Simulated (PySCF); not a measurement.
# Ne²⁺: excitation energy

Ne²⁺ [He] 2s2 2p4 (3P) → Ne²⁺ [He] 2s1 2p4 3d1 (high-spin determinant), as a difference of total energies. All numbers are calculated (PySCF 2.14, the non-relativistic Hamiltonian (point nucleus), in dyall-acv3z (15s9p4d2f, 76 functions)). Correlated levels: valence and next inner shell: nothing frozen; virtual orbitals above 40 to 60 times the deepest correlated orbital energy dropped. The calculations carry no spin-orbit coupling.

```json
{"method": "UHF", "excitation energy (cm⁻¹)": "613550"}
{"method": "MP2 (valence and next inner shell)", "excitation energy (cm⁻¹)": "621780"}
{"method": "SCS-MP2 (valence and next inner shell)", "excitation energy (cm⁻¹)": "623800"}
{"method": "CCSD (valence and next inner shell)", "excitation energy (cm⁻¹)": "621190"}
{"method": "CCSD(T) (valence and next inner shell)", "excitation energy (cm⁻¹)": "620860"}
```

The upper state lies above the first ionisation limit, where it may autoionise and the basis confines it. A Rydberg-like electron needs more diffuse functions than a valence basis has.

The promoted electron is Rydberg-like, and one or two diffuse shells describe it only roughly, which tends to raise the upper state.

The determinant of the upper state mixes LS terms, which raises its energy above the lowest term, most at the Hartree-Fock and MP2 levels.
